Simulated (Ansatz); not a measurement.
Ansatz (an electronic-structure program) input (r2SCAN0/def2-TZVPD):

Ansatz 0.2 input:
```yaml
crystal:
  periodic: [false, false, false]
  atoms:
    - {symbol: N, position_ang: [1.54381460, -1.22435036, 0.27239068]}
    - {symbol: Al, position_ang: [-0.00162364, -0.39591429, 0.10825020]}
    - {symbol: N, position_ang: [-1.55367806, -1.18079781, 0.38522075]}
    - {symbol: Cl, position_ang: [0.00670852, 1.63583450, -0.44726702]}
    - {symbol: H, position_ang: [1.66890943, -2.18950021, 0.53108353]}
    - {symbol: H, position_ang: [2.43472258, -0.78149895, 0.11550475]}
    - {symbol: H, position_ang: [-2.44085127, -0.71294554, 0.29310366]}
    - {symbol: H, position_ang: [-1.68667412, -2.14231875, 0.65331488]}
basis:
  gaussian:
    orbitals: def2-TZVPD
hamiltonian:
  xc: {name: r2SCAN0}
output: {forces: true}
```

Output:

```
Functional definition: r2SCAN0
integrals: 0.13 GiB planned
1164 factors; their error is unknown
0.32 GiB of the device are held for the grids
1.07 GiB of device memory are held for the factors and their scratch space
mean field: 0.88 GiB planned
mean field evaluation 1: about -22155.1264 eV, gradient 8.1e1 eV
mean field evaluation 2: about -22142.8163 eV, gradient 1.0e2 eV
mean field evaluation 4: about -22167.1904 eV, gradient 3.3e0 eV
mean field evaluation 8: about -22167.2075 eV, gradient 2.7e-2 eV
mean field evaluation 16: about -22167.2524 eV, gradient 9.2e-6 eV
mean field -22167.25238466 eV, -814.6314996329 hartree, gradient 9.4e-6 eV, S^2 0.000000; 0 other end points of the search recorded, 0 dependent functions left out
the calculation of the forces begins
reference -22167.25240143 eV, -814.6315002490 hartree; 24, 24 occupied and 175, 175 virtual orbitals, 1164 factors
Total energy: -22167.25240143 eV, -814.6315002490 hartree
Atom 0 at     1.543815    -1.224350     0.272391 Å, force    -0.039586     0.022040    -0.004428 eV/Å
Atom 1 at    -0.001624    -0.395914     0.108250 Å, force    -0.000015    -0.003759     0.001028 eV/Å
Atom 2 at    -1.553678    -1.180798     0.385221 Å, force     0.039762     0.020924    -0.007319 eV/Å
Atom 3 at     0.006709     1.635835    -0.447267 Å, force    -0.000939    -0.228892     0.062583 eV/Å
Atom 4 at     1.668909    -2.189500     0.531084 Å, force     0.004107     0.226772    -0.062132 eV/Å
Atom 5 at     2.434723    -0.781499     0.115505 Å, force    -0.186965    -0.129352     0.042875 eV/Å
Atom 6 at    -2.440851    -0.712946     0.293104 Å, force     0.185882    -0.134594     0.029293 eV/Å
Atom 7 at    -1.686674    -2.142319     0.653315 Å, force    -0.002247     0.226861    -0.061900 eV/Å
Dipole moment:    -0.002044    -0.498364     0.136262 e Å
```
